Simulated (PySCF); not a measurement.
Compound: 1,4,4-trimethyl-1,2,3,4-tetrahydrophosphinoline-1-oxide, C12H17OP.
Geometry (PBE0-D3(BJ)/def2-SVP, Å), atoms numbered from 1 in this order:
```xyz
31
C12H17OP angstrom
C     -1.9477   -1.1509   -1.3181
C     -0.9111   -0.9708   -0.2016
C     -1.5303   -1.4127    1.1346
C      0.2703   -1.8952   -0.5523
C      1.4978   -1.7862    0.3428
P      2.2687   -0.1561    0.1688
C      2.9531   -0.1136   -1.5165
O      3.2839    0.2354    1.1986
C      0.8161    0.9370    0.1289
C      1.0986    2.2902    0.3651
C      0.0862    3.2399    0.3758
C     -1.2286    2.8263    0.1665
C     -1.5154    1.4811   -0.0392
C     -0.5094    0.5029   -0.0652
H     -2.1786   -2.2201   -1.4461
H     -1.5675   -0.7661   -2.2767
H     -2.8947   -0.6387   -1.0986
H     -1.8441   -2.4680    1.0855
H     -2.4146   -0.8045    1.3756
H     -0.8219   -1.3006    1.9683
H      0.5620   -1.7100   -1.6004
H     -0.1055   -2.9316   -0.5324
H      2.2458   -2.5578    0.1025
H      1.2523   -1.9027    1.4103
H      3.2981    0.9121   -1.7105
H      2.2275   -0.4015   -2.2896
H      3.8250   -0.7840   -1.5472
H      2.1346    2.5764    0.5674
H      0.3165    4.2918    0.5594
H     -2.0424    3.5555    0.1757
H     -2.5577    1.1854   -0.1738
```

The calculation used PySCF 2.14.0, density-fitted response routines, TDDFT wB97X-D/def2-SVPD, vertical, gas phase, core orbitals frozen in the response.

Kohn–Sham orbitals with the atoms that hold most of them (Löwdin shares over 4%, at most four atoms; ? is withheld):

```
orbital  ε (eV)                               atoms
 LUMO+2    1.97         C1 10%, C3 7%, C4 7%, C7 7%
 LUMO+1    1.21  C14 18%, C11 18%, C10 16%, C13 16%
   LUMO    0.91   C12 20%, C9 20%, C10 12%, C14 10%
   HOMO       ?                                   ?
 HOMO-1   -9.10                                   ?
 HOMO-2   -9.33               O8 63%, P6 12%, C7 9%
 HOMO-3   -9.56     O8 30%, C9 16%, C12 10%, P6 10%
```

Task: Give the leading atoms of the HOMO.

Result: C14 (bonded to 3 C) 16%; C11 (bonded to 2 C and H) 15%; O8 (bonded to P) 14%; C9 (bonded to 2 C and P) 14%. By element: carbon 45% or more, oxygen 14%.

Task: Which atoms hold the HOMO-1, and with what shares?

Result: C13 (bonded to 2 C and H) 19%; C10 (bonded to 2 C and H) 19%; O8 (bonded to P) 16%; C11 (bonded to 2 C and H) 9%. By element: carbon 47% or more, oxygen 16%.

Task: What is the HOMO energy, and the HOMO–LUMO gap?

Result: ε(HOMO) = -9.02 eV; the gap is 9.92 eV (0.3647 hartree).

Task: How does S1 compare with the orbital gap of 9.92 eV?

Result: S1 is at 5.28 eV (f = 0.0075), 4.64 eV below the gap, made of HOMO-1→LUMO (34%), HOMO→LUMO (25%), HOMO→LUMO+1 (18%). Its leading pair isn't HOMO and LUMO; the energies of that pair differ by 10.01 eV. 

Task: Give energy, strength and leading configuration of S4 and S8, and follow the Löwdin shares of the leading atoms from the occupied to the empty orbital.

Result: 
- S4 (6.34 eV, f 0.018), HOMO-2→LUMO (70%): O8 63% → at most 11%, P6 12% → at most 11%, C12 at most 4% → 20%, C9 at most 4% → 20%
- S8 (7.06 eV, f 0.053), HOMO-2→LUMO+1 (79%): O8 63% → at most 17%, P6 12% → at most 17%, C14 at most 4% → 18%, C11 at most 4% → 18%

One conformer stands for the species.
